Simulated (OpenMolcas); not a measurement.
**Mn2+, Tc2+, Re2+: d⁵ down the group**

```
Program             : OpenMolcas 26.06
Method              : RASSCF
Basis               : ANO-RCC-VTZP
Scalar Hamiltonian  : DKH2, point nucleus
Spin-orbit coupling : RASSI with atomic mean-field integrals over the reference wave functions, term energies averaged over their components
```

Active space for each ion: 11 electrons in 8 orbitals (RAS1 p, at most 2 holes; RAS2 d).

Computed levels in cm-1 above ⁶S_5/2:

```csv
Level,Mn2+,Tc2+,Re2+
⁴G_7/2,32927,24958,22834
⁴G_11/2,32932,25013,23535
⁴G_9/2,32937,25053,24033
⁴P_3/2,33557,25931,23128
⁴P_1/2,33581,26187,24939
⁴D_7/2,38881,29419,28196
⁴D_1/2,38908,29730,30581
⁴D_3/2,38923,29891,31298
⁴D_5/2,38925,29890,29902
weight of ⁶S in the lowest level (%),100,99,93
```

Mixed levels, with the weight of the term that names them: Re2+ ⁴P_3/2 (58 %), Re2+ ⁴D_3/2 (56 %), Re2+ ⁴D_5/2 (53 %).

Measured, with the error of the calculation in %. Measured levels: Mn2+ from Corliss and Sugar, J. Phys. Chem. Ref. Data 6, 1253 (1977); Re2+ from the list in Brasseur, Gamrath and Quinet, At. Data Nucl. Data Tables 157, 101636 (2024).

| Level | Mn2+ | Re2+ |
| --- | --- | --- |
| ⁴G_7/2 | 26860 (+22.6) | 16890 (+35.2) |
| ⁴G_11/2 | 26824 (+22.8) | 18020 (+30.6) |
| ⁴G_9/2 |  | 18346 (+31.0) |
| ⁴P_3/2 | 29241 (+14.8) |  |
| ⁴P_1/2 | 29207 (+15.0) |  |
| ⁴D_7/2 | 32307 (+20.3) | 20453 (+37.9) |
| ⁴D_1/2 | 32369 (+20.2) |  |
| ⁴D_5/2 | 32384 (+20.2) |  |

Without spin-orbit coupling ⁴G lies 32930, 24997, 23391 cm-1 above ⁶S in that order; the difference to the level ⁴G_7/2, of either sign, comes from spin-orbit coupling, which also lowers the zero.

Without dynamic correlation excited terms often stand tens of per cent too high (terms of higher spin than the ground term too low), and those without a measured partner can miss by more than the paired ones. Active for correlation alone: 3p; no level in the range computed is led by a configuration that opens it, so any true level of that kind is missing (holds for Mn2+). Active for correlation alone: 4p; no level in the range computed is led by a configuration that opens it, so any true level of that kind is missing (holds for Tc2+). Some levels mix across a computed gap that differs much from the measured one, so their mixing is not that of the real levels (holds for Re2+). Active for correlation alone: 5p; no level in the range computed is led by a configuration that opens it, so any true level of that kind is missing (holds for Re2+). Measured partners are found by configuration, term and J. A level has none where our copy of the source lacks it or the pairing is in doubt (some pairs that miss far off the trend of their configuration count as doubtful), and it then counts in no deviation. Levels of configurations outside the active space are missing.
